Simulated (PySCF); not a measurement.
A calculated (MN15, PySCF 2.14, aug-cc-pVDZ-X2C, the spin-free X2C one-electron Hamiltonian (Gaussian nucleus)) atom or ion has these occupied shells.

```tsv
shell	electrons	orbital energy (eV)	rms radius, mean of both spins (bohr)
1s α	1	-3515.8	0.0938
1s β	1	-3515.8	0.0938
2s β	1	-352.42	0.423
2s α	1	-352.42	0.423
2p β	3	-286.01	0.389
2p α	3	-286.01	0.389
3s α	1	-39.315	1.37
3s β	1	-39.222	1.37
3p α	3	-22.292	1.56
3p β	3	-22.206	1.56
4s α	1	-3.078	5.50
```

Problem. Name the element and its charge.

Solution. K (potassium, neutral), in [Ar] 4s1, 2S determinant.
